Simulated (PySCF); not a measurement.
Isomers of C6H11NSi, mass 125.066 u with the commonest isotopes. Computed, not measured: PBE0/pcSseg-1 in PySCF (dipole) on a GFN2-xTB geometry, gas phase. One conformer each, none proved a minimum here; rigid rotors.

Problem. Order these by rotational constant A, smallest first.
A. `[CH:1]#[C:2][Si@H:3](/[CH:4]=[CH:5]\[CH3:6])[NH:7][CH3:8]` with C2–Si3–C4–C5 176°, C2–Si3–N7–C8 -60°
B. `[CH2:1]=[C:2]([SiH3:3])/[CH:4]=[N:5]/[CH:6]1[CH2:7][CH2:8]1` with C1–C2–C4–N5 -179°, C4–N5–C6–C7 -147°
C. `CN(C)C1=C[SiH2]C=C1`

Solution. A (2147 MHz), B (3450 MHz), C (3767 MHz).

Problem. Order these by radius of gyration √(Σ m r²/M), largest first.
A. `C1=CC(=C[SiH2]1)N(C)C`
B. `[CH2:1]=[C:2]([SiH3:3])/[CH:4]=[N:5]/[CH:6]1[CH2:7][CH2:8]1` with C1–C2–C4–N5 -179°, C4–N5–C6–C7 -147°
C. `[CH:1]#[C:2][Si@H:3](/[CH:4]=[CH:5]\[CH3:6])[NH:7][CH3:8]` with C2–Si3–C4–C5 176°, C2–Si3–N7–C8 -60°

Solution. B (2.338 Å), C (2.287 Å), A (2.136 Å).

Problem. Order these by out-of-plane moment Σ m c² = (Ia + Ib − Ic)/2, smallest first.
A. `CN(C)C1=C[SiH2]C=C1`
B. `[CH2:1]=[C:2]([SiH3:3])/[CH:4]=[N:5]/[CH:6]1[CH2:7][CH2:8]1` with C1–C2–C4–N5 -179°, C4–N5–C6–C7 -147°
C. `[CH:1]#[C:2][Si@H:3](/[CH:4]=[CH:5]\[CH3:6])[NH:7][CH3:8]` with C2–Si3–C4–C5 176°, C2–Si3–N7–C8 -60°

Solution. A (11.94 u·Å²), C (19.98 u·Å²), B (22.65 u·Å²).

```csv
SMILES,point group,Ia (u·Å²),Ib (u·Å²),Ic (u·Å²),κ,μa (D),μb (D),μc (D)
CN(C)C1=C[SiH2]C=C1,C1,134.18,448.55,558.84,-0.84,2.05,0.45,0.25
C=C([SiH3])/C=N/C1CC1,Cs,146.50,559.75,660.95,-0.90,0.93,1.81,0.01
C#C[Si@H](/C=C\C)NC,C1,235.34,439.06,634.43,-0.48,0.42,0.65,0.93
```
